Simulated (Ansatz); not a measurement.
**Question.** Name a neutral molecule of B, C, F, N with LUMO energy (PBE/def2-TZVPP) between -3.40 and -3.10 eV and HOMO–LUMO gap (B3LYP/def2-TZVPP) between 7.60 and 7.90 eV (Ansatz, PBE0-D4/def2-TZVP geometry).

**Answer.** `N#CB(F)F` (-3.30 eV, 7.87 eV). Other molecules can fit too; these were computed, each in one conformer that needn't be the lowest.

B3LYP here is the variant with VWN-RPA as its local correlation; programs differ in this.
